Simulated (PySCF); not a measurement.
## Ir⁴²⁺: fine-structure interval

Ir⁴²⁺ [Ar] 3d10 4s2 4p5 [4p1/2^2 4p3/2^3, M_J = 3/2] → Ir⁴²⁺ [Ar] 3d10 4s2 4p5 [4p1/2^1 4p3/2^4, M_J = 1/2], as a difference of total energies. Calculation: PySCF 2.14, in an uncontracted even-tempered set (16 s from 5.3 bohr⁻², ratio 2.8; 14 p from 6.9 bohr⁻², ratio 2.8; 8 d from 12 bohr⁻², ratio 2.8; 4 f from 32 bohr⁻², ratio 3); the two-component X2C-1e Hamiltonian. Correlated levels: [Ne] frozen; the 78 highest virtual spinors dropped. "Screened" scales the spin-orbit matrix elements by Boettger's factors to mimic the two-electron term; Breit and QED terms are absent.

| method | fine-structure interval (cm⁻¹) |
| --- | --- |
| GHF (screened spin-orbit) | 941530 |
| GMP2 (screened spin-orbit) | 941060 |
| GHF (bare spin-orbit) | 969770 |
